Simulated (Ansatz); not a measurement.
Z-matrix (Å, degrees):
```
C
C 1 1.512
H 1 1.092 2 111.5
H 1 1.092 2 111.5 3 -120.7
H 1 1.093 2 110.0 3 119.6
Se 2 1.964 1 110.1 3 60.3
H 2 1.089 1 111.9 3 -58.7
H 2 1.089 1 111.9 3 179.4
B 6 1.959 2 98.8 1 179.8
O 9 1.365 6 121.6 2 180.0
O 9 1.359 6 119.3 2 -0.0
H 10 0.959 9 114.7 6 -0.0
H 11 0.963 9 111.6 6 -180.0
```

Charge 0, multiplicity 1.

List the PBE/def2-TZVPP orbital energies in eV (the Gaussian-basis code of Ansatz). (An estimate is asked.)

The calculation gave: Occupied: -12301.75, -1561.73, -1402.51, -1402.47, -1402.43, -510.75, -510.63, -269.61, -268.83, -204.72, -178.38, -150.06, -149.93, -149.80, -53.15, -53.14, -53.03, -52.93, -52.92, -26.14, -25.30, -19.42, -16.97, -14.66, -14.07, -13.47, -11.13, -10.95, -9.79, -9.58, -9.48, -8.90, -8.58, -7.76, -7.74, -7.14, -5.38. Lowest empty: -0.70, -0.08, 0.28, 0.81, 1.36, 1.75, 2.13, 2.13.
